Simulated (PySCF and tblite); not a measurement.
Results of a calculation; reference values are marked as such.
C₈H₁₆, numbered as in [CH3:1][CH:2]1[CH2:3][CH2:4][CH2:5][CH2:6][CH2:7][CH2:8]1.

Search: ETKDG and KDG, MMFF94s, GFN2-xTB, 60 starts; geometries at GFN2-xTB. Weights use B3LYP-D3(BJ)/def2-SVP (IEF-PCM, benzene) energies plus GFN2-xTB zero-point and thermal terms (modes under about 100 cm⁻¹ blended into free rotors). Symmetry numbers and mirror images are counted. Conformers within 3 kcal/mol (GFN2-xTB free energy) were kept, 7 at most. (PySCF 2.14, tblite 0.8.)

Rotational constants are equilibrium values for the commonest isotopes; dipoles come from the energy level named and are polarised by its solvent model.

The 7-ring runs over atoms 2–3–4–5–6–7–8. Of a mirror pair one member is shown.

```tsv
conformer	shape	symmetry
1	7-ring puckered (ring torsions 90, -40, -39, 89, -74, 54, -73°)	C1 (pair)
2	7-ring puckered (ring torsions 90, -73, 55, -74, 89, -38, -41°)	C1 (pair)
3	7-ring puckered (ring torsions -59, 79, -81, 24, 51, -84, 66°)	C1 (pair)
4	7-ring puckered (ring torsions -89, 40, 38, -90, 73, -51, 69°)	C1 (pair)
```

(1) Give the rotational constants and dipole components.

Results:

(1) 
| conformer | A (MHz) | B (MHz) | C (MHz) | abs μa (D) | abs μb (D) | abs μc (D) | κ | Ic−Ia−Ib (u Å²) |
| --- | --- | --- | --- | --- | --- | --- | --- | --- |
| 1 | 3077 | 1649 | 1207 | 0.05 | 0.00 | 0.07 | -0.53 | -52.0 |
| 2 | 2994 | 1708 | 1269 | 0.02 | 0.03 | 0.07 | -0.49 | -66.5 |
| 3 | 2406 | 2078 | 1489 | 0.01 | 0.02 | 0.04 | 0.28 | -114.0 |
| 4 | 2757 | 1859 | 1374 | 0.04 | 0.03 | 0.02 | -0.30 | -87.5 |
